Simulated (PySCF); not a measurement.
**Nonlinear optical response: `InChI=1S/C9H13N/c1-10(2)9-6-7-3-4-8(9)5-7/h3-4,6-8H,5H2,1-2H3/t7-,8+/m1/s1`**

Cartesian coordinates in Å; atom numbers follow the order of the lines, from 1:
```xyz
23

C    -2.0107    1.0736    0.0033
N    -1.4537   -0.2246    0.2906
C    -2.1826   -1.0014    1.2559
C    -0.0876   -0.3859    0.2871
C     0.7032   -1.1550    1.0673
C     2.1396   -0.9299    0.5786
C     2.5035    0.5335    0.8684
C     1.7228    1.2922    0.0910
C     0.8384    0.3343   -0.7124
C     1.8608   -0.8045   -0.9336
H    -1.4509    1.5635   -0.8036
H    -1.9985    1.7508    0.8823
H    -3.0558    0.9685   -0.3280
H    -1.8656   -2.0534    1.1986
H    -3.2597   -0.9504    1.0375
H    -2.0219   -0.6539    2.2978
H     0.4263   -1.7396    1.9423
H     2.8763   -1.6791    0.8971
H     3.2175    0.8668    1.6234
H     1.6517    2.3804    0.0659
H     0.3495    0.7475   -1.6037
H     2.7331   -0.4788   -1.5216
H     1.4147   -1.7125   -1.3655
```

Method: quadratic response CAM-B3LYP/def2-SVPD first hyperpolarisability, Taylor convention, gas phase (PySCF 2.14.0). Geometry: PBE0-D3(BJ)/def2-SVP.

Task: What is the first hyperpolarisability, and how does it disperse?

Result: In au, Taylor convention; the vector part is βᵢ = ⅓ Σⱼ (βᵢⱼⱼ + βⱼᵢⱼ + βⱼⱼᵢ); β∥ is 3/5 of the vector part along the dipole, the dipole points from − to +:
```csv
process,λ (nm),β vector norm,β∥,β HRS,depolarisation ratio
"static β(0;0,0)",∞,245.3,78.3,104.3,4.59
"second harmonic β(−2ω;ω,ω)",1907,263.6,85.4,112.2,4.58
"Pockels β(−ω;ω,0)",1907,251.1,80.6,–,–
"second harmonic β(−2ω;ω,ω)",1064,314.4,105.7,134.1,4.56
"Pockels β(−ω;ω,0)",1064,265.0,86.0,–,–
```

Task: Which lowest excitations, dipole and polarisabilities go with it?

Result: S1 4.56 eV (f = 0.035); S2 5.21 eV (f = 0.026); S3 5.93 eV (f = 0.003); dipole 1.30 D; isotropic α 107.5 au static, 107.8 au at 1907 nm, 108.5 au at 1064 nm, 108.8 au at 953.5 nm, 111.9 au at 532 nm.
